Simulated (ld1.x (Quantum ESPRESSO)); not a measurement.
Reading a pseudo-wave (copper)

Columns: radius, all-electron u(r) and pseudo u(r) of the 3d shell (level -9.46 eV) of copper in the configuration [Ar] 3d10 4s0.5 4p0; LDA (PZ), scalar-relativistic, TM semilocal scheme, ld1.x (Quantum ESPRESSO) 7.5.

| r (bohr) | all-electron | pseudo |
| --- | --- | --- |
| 0.113 | 0.1346 | 0.0291 |
| 0.225 | 0.4622 | 0.1976 |
| 0.338 | 0.7474 | 0.5160 |
| 0.450 | 0.9101 | 0.8452 |
| 0.563 | 0.9700 | 1.0441 |
| 0.675 | 0.9626 | 1.0734 |
| 0.788 | 0.9187 | 0.9968 |
| 0.900 | 0.8585 | 0.8927 |
| 1.013 | 0.7923 | 0.8005 |
| 1.125 | 0.7270 | 0.7276 |
| 1.238 | 0.6643 | 0.6643 |
| 1.350 | 0.6064 | 0.6064 |
| 1.463 | 0.5528 | 0.5528 |
| 1.575 | 0.5044 | 0.5044 |
| 1.688 | 0.4600 | 0.4600 |
| 1.800 | 0.4201 | 0.4201 |
| 1.913 | 0.3835 | 0.3835 |
| 2.025 | 0.3506 | 0.3506 |
| 2.138 | 0.3205 | 0.3205 |
| 2.250 | 0.2933 | 0.2933 |
| 2.363 | 0.2684 | 0.2684 |
| 2.475 | 0.2458 | 0.2458 |
| 2.588 | 0.2251 | 0.2251 |
| 2.700 | 0.2063 | 0.2063 |
| 2.813 | 0.1890 | 0.1890 |
| 2.925 | 0.1733 | 0.1733 |

(1) How many radial nodes do the two functions have?

(2) At about which radius was the pseudo-wave matched?

(3) Where does each function peak?

(4) Is the pseudo-wave norm-conserving?

## Answers

(1) The all-electron 3d function has n − l − 1 = 0; the pseudo-wave has 0.

(2) 1.25 bohr, where the columns begin to agree (steps of 0.11 bohr).

(3) Outermost all-electron maximum near 0.56 bohr, pseudo maximum near 0.68 bohr (to the table’s step).

(4) Yes: the TM semilocal scheme keeps the norm inside the radius equal to the all-electron one, which fixes the energy derivative of the logarithmic derivative at the level.
